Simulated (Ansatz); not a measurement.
Computed with Ansatz on PBE0-D4/def2-TZVP structures; ΔE is electronic, products minus reactants. CCSD(T)/CBS adds triple-zeta CCSD(T) − MP2 to the extrapolated MP2 energy (def2 sets, frozen cores). This one scheme is used for every species. Functionals use def2-TZVPP. B3LYP here is the variant with VWN-RPA as its local correlation; programs differ in this. One conformer a species, not always the lowest.

`C[SiH](F)[SiH2]Cl` + H₂ → `F[SiH2][SiH2]Cl` + CH₄  (hydrogenolysis of the Si–C bond)

```
             level  ΔE (kcal/mol)  difference from CCSD(T)/CBS
            PBE-D4           -2.9                          0.8
         r2SCAN-D4           -3.1                          0.6
           PBE0-D4           -3.6                          0.1
          B3LYP-D4           -4.2                         -0.5
           ωB97X-V           -4.1                         -0.4
           ωB97M-V           -3.5                          0.2
            B2PLYP           -5.4                         -1.7
               PBE           -4.4                         -0.7
            r2SCAN           -3.5                          0.2
              PBE0           -4.9                         -1.2
             B3LYP           -6.6                         -2.9
     HF/def2-TZVPP           -9.6                         -5.9
    MP2/def2-TZVPP           -3.1                          0.6
SCS-MP2/def2-TZVPP           -4.7                         -1.0
   CCSD/def2-TZVPP           -5.3                         -1.6
CCSD(T)/def2-TZVPP           -4.3                         -0.6
     HF/def2-QZVPP           -9.6                         -5.9
    MP2/def2-QZVPP           -2.8                          0.9
SCS-MP2/def2-QZVPP           -4.4                         -0.7
      HF/CBS(def2)           -9.6                         -5.9
     MP2/CBS(def2)           -2.5                          1.2
    CCSD/CBS(def2)           -4.7                         -1.0
       CCSD(T)/CBS           -3.7                            0
```

Largest T1 diagnostic among the species: 0.011.

In def2-TZVPP, CCSD(T) changes the Hartree–Fock value by +5.3 kcal/mol (the triples alone add +1.0 kcal/mol) and MP2 by +6.5 kcal/mol. The D4 term adds +2.4 kcal/mol with B3LYP and +1.3 kcal/mol with PBE0; it sums over pairs of atoms, weighted by their polarisabilities, and B3LYP, whose exchange is more repulsive, gets the larger term.
